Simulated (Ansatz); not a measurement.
Stepwise reaction of `CB(C)S` with hydrogen sulfide, as a gas-phase model of exchange steps in deposition or etching. ΔE in kJ/mol.

Program: Ansatz. Geometries: PBE0-D4/def2-TZVP. ΔE: electronic, gas phase. CBS: MP2 limit from def2 TZ/QZ plus the TZ coupled-cluster correction, frozen cores. This one scheme is used for every species. Functionals use def2-TZVPP. B3LYP here is the variant with VWN-RPA as its local correlation; programs differ in this. One conformer a species, not always the lowest.

```json
{"step": "2", "reaction": "`CB(S)S` + H₂S → `SB(S)S` + CH₄", "PBE-D4": "-60.4", "B3LYP-D4": "-57.6", "ωB97M-V": "-53.5", "CCSD(T)/CBS": "-56.0"}
```

**Question.** Give the row of step 1, `CB(C)S` + H₂S → `CB(S)S` + CH₄. (Estimate.)

**Answer.** Computed: 
| step | reaction | PBE-D4 | B3LYP-D4 | ωB97M-V | CCSD(T)/CBS |
| --- | --- | --- | --- | --- | --- |
| 1 | `CB(C)S` + H₂S → `CB(S)S` + CH₄ | -78.7 | -75.6 | -71.8 | -73.8 |

**Question.** By hand: ΔE of the 2 steps together at CCSD(T)/CBS.

**Answer.** (-73.8) + (-56.0) = -129.8 kJ/mol, or -64.9 kJ/mol a step.

In ΔE each step is higher than the one before. All are downhill at CCSD(T)/CBS. PBE-D4 differs from CCSD(T)/CBS by -4.9 to -4.4 kJ/mol a step. Isolated molecules leave out the surface, adducts and barriers. Largest T1 diagnostic: 0.013.
